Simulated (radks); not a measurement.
Results of a calculation; reference values are marked as such.
Task: Ho6+, configuration [Kr] 4d9 4f8 5s2 5p6 (not the ground configuration). Code: a radial shooting solver on a logarithmic mesh with Libxc functionals. Model: scalar-relativistic Kohn-Sham, LDA (Slater exchange, Perdew-Wang correlation), spin-polarised, spherical densities, finite nucleus; open shells are filled with parallel spins first (spin-orbit coupling, left out, can overturn this in heavy ions); Fermi nuclear charge, rms radius 5.2022 fm. Some entries of the table are withheld. Estimate them.

orbital  occ.  eigenvalue (hartree)  <r^2> (bohr^2)  r(max) (bohr)
1s up       1             -2041.334       0.0005891        0.01313
1s down     1             -2041.333       0.0005891        0.01313
2s up       1             -344.9686        0.009182        0.07468
2s down     1             -344.9409        0.009182        0.07468
2p up       3             -306.2540        0.007446        0.06062
2p down     3             -306.2316        0.007445        0.06062
3s up       1             -80.29354         0.06054         0.2115
3s down     1             -80.16168         0.06043         0.2114
3p up       3             -68.46003         0.06084         0.2079
3p down     3             -68.32809         0.06071         0.2078
3d up       5             -53.39666         0.05080         0.1695
3d down     5             -53.28561         0.05065         0.1694
4s up       1             -19.11130          0.2997         0.4826
4s down     1             -18.82900          0.3002         0.4825
4p up       3             -15.17613          0.3367         0.5034
4p down     3             -14.90039          0.3379         0.5034
4d up       5              -9.85090          0.3927         0.5183
4d down     4              -9.58463          0.3961         0.5185
5s up       1              -5.03500           1.507          1.074
5s down     1              -4.93122           1.542          1.084
4f up       7              -3.94810          0.5554         0.4993
5p up       3                   (1)           1.894          1.188
5p down     3                   (2)           1.944          1.202
4f down     1              -3.70408          0.5841         0.5017

Result: 
(1) 5p up eigenvalue (hartree): -3.94043
(2) 5p down eigenvalue (hartree): -3.86164
